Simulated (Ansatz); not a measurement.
Scan of the H7–Ga2–H6 angle

GaH5O (SMILES [OH2+][GaH3-]), singlet, at its PBE0-D4/def2-TZVP minimum:

```tsv
atom	x (Å)	y (Å)	z (Å)
O1	-0.2450	-1.2181	-0.1704
Ga2	0.1575	0.9413	-0.1358
H3	-0.9529	-1.4043	0.4546
H4	0.5316	-1.6937	0.1411
H5	0.0820	1.2506	-1.6733
H6	-1.0847	1.2657	0.7856
H7	1.5726	0.7905	0.5525
```

The angle H7–Ga2–H6 (118.0° at the minimum) is set to the values below, H7, with anything bonded beyond it, turning rigidly in the plane of the angle. Each method's energies count from its own value at the PBE0-D4 minimum structure. Ansatz 0.2.0; basis: def2-TZVPP; cores frozen in the correlated methods. Filled d shells of the heavier atoms are correlated. The def2 sets are not built for correlating such inner shells, so the correlated values are less sure here. B3LYP uses VWN-RPA correlation.

CCSD(T) energies along the scan:
```csv
angle (°),CCSD(T) (eV)
94.0,0.318
100.0,0.177
106.0,0.079
112.0,0.020
118.0,0.000
124.0,0.019
130.0,0.076
136.0,0.173
142.0,0.310
```
They count from the CCSD(T) energy at the PBE0-D4 minimum.

Minimum and curvature along this coordinate at CCSD(T): A fifth-order fit through the nearest points gives 118.1°, with a curvature of about 1.1 meV/deg².

Largest difference from the CCSD(T) curve over the scan: B3LYP-D4 0.009; HF 0.046; MP2 0.011 eV. Each curve counts from its own value at the minimum.

T1 diagnostic: at most 0.013.

For scale, one of the runs: CCSD(T)/def2-TZVPP, 149 basis functions (an equivalent command: `ansatz run in.yaml --threads 2`). Time: 21 s of wall clock on 2 CPU threads; the host was shared. Peak host memory: 0.96 GiB.
